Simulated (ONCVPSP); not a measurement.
## What one change does to a pseudopotential (aluminium, ONCV)

Al (Z = 13), optimised norm-conserving Vanderbilt (ONCV), made with ONCVPSP 4.0.1 (PBEsol, scalar-relativistic). Core [Ne], reference 3s2 3p1. Waves: 3s: rc 1.75 bohr, ncon 3, nbas 7, qcut 4.7 1/bohr, 2 projectors, debl 3.6 Ha; 3p: rc 2.85 bohr, ncon 4, nbas 9, qcut 2.8 1/bohr, 2 projectors, debl 3.7 Ha; d scattering state at 0.38 Ha: rc 2.65 bohr, ncon 4, nbas 8, qcut 3.5 1/bohr, 3 projectors, debl 1.3 Ha. Local part: polynomial inside 1.65 bohr (lpopt 5, dvloc0 0 Ha). Core correction: Teter function, fcfact 3.25, rcfact 1.05.

Change: all radii but the core radius scaled by about 0.87 (s 1.52, p 2.48, d 2.30 bohr); local potential polynomial inside 1.44 bohr (lpopt 5, dvloc0 0 Ha).

Cutoffs: the cutoffs (Ha) at which the residual kinetic energy of the hardest occupied pseudo-wave falls to 1 and 0.1 mHa per electron; they do not see the model core or the augmentation charge, which bear on the density cutoff. Errors are all-electron minus pseudo energies relative to the spin-unpolarised reference configuration.

**Question.** What does the change do?

**Answer.** The potential gets neither clearly harder nor softer (6.2 Ha and 8.1 Ha → 5.5 Ha and 18 Ha); a bound ghost appears in s, which as a rule spoils a file; of the 4 tests that both files solve, the error grows in 1 and shrinks in 1 by more than 15 % and 0.3 meV (median size 3.3 → 1.8 meV).

```csv
quantity,base,changed
"cutoff, loose",6.2 Ha,5.5 Ha
"cutoff, tight",8.1 Ha,18 Ha
loose cutoff by channel,"s 6.2 Ha, p 2.1 Ha","s 5.5 Ha, p 2.1 Ha"
bound ghosts,none,s
GHOST(+) flags under 300 eV,s at 174.0 eV,none
"error for 3s2 3p0, meV [ΔE 5.74 eV]",-3.5,-3.1
"error for 3s1 3p0, meV [ΔE 24.91 eV]",-6.0,-9.0
"error for 3s2 3p0.5, meV [ΔE 2.07 eV]",-0.6,-0.5
"error for 3s1 3p2, meV [ΔE 5.12 eV]",+3.0,0.0
"rms error of d²Exc/dni dnj with the model core, mHa",0.84,0.81
```

Base: The cutoffs count occupied waves only; projector 2 of the d channel, the hardest unoccupied one, needs 22 Ha at the loose tolerance. Changed file: The cutoffs count occupied waves only; projector 2 of the s channel, the hardest unoccupied one, needs 60 Ha at the loose tolerance. A true bound ghost makes a file unfit for plane-wave use even where its test errors are small: the radial tests pick states by their node count and pass the ghost by.
